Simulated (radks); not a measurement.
Results of a calculation; reference values are marked as such.
Removal energies from the magnesium ion Mg4+, [He] 2s2 2p(1/2: 2, 3/2: 2), by Delta-SCF beside the eigenvalue of the level emptied. Code: a radial shooting solver on a logarithmic mesh with Libxc functionals. Model: Dirac Kohn-Sham, relativistic LDA (MacDonald-Vosko exchange, VWN5 correlation), spin-unpolarised, spherical densities, finite nucleus; Fermi nuclear charge, rms radius of each element as measured or else 0.836 A^(1/3) + 0.57 fm. Sub-shells are occupied by j as written (lower j first in brackets).

removed from          final configuration  Delta-SCF (eV)  -eigenvalue (eV)
2p3/2         [He] 2s2 2p(1/2: 2, 3/2: 1)          146.21            128.71
2p1/2         [He] 2s2 2p(1/2: 1, 3/2: 2)          146.61            129.07
2s1/2         [He] 2s1 2p(1/2: 2, 3/2: 2)          176.23            159.96
1s1/2          1s1 2s2 2p(1/2: 2, 3/2: 2)          1423.4            1351.0
